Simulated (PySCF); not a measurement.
## Correlation energy of Ar⁺ (argon, charge +1)

[Ne] 3s2 3p5, 2P determinant. All numbers are calculated (PySCF 2.14, the spin-free X2C one-electron Hamiltonian (Gaussian nucleus), in x2c-TZVPPall (5s5p3d1f, 42 functions)). Frozen: 1s2; 15 electrons correlated.

```tsv
level	correlation energy (mhartree)
CCSD	-355.28
(T)	-6.60
CCSD(T)	-361.88
```

Diagnostics: T1 = 0.0048, D1 = 0.0230, largest double amplitude 0.052.

Cost of the coupled-cluster step: roughly 2.2 core-seconds, for 15 correlated electrons.

This basis was not built for core-valence correlation, so the inner-shell part is incomplete.
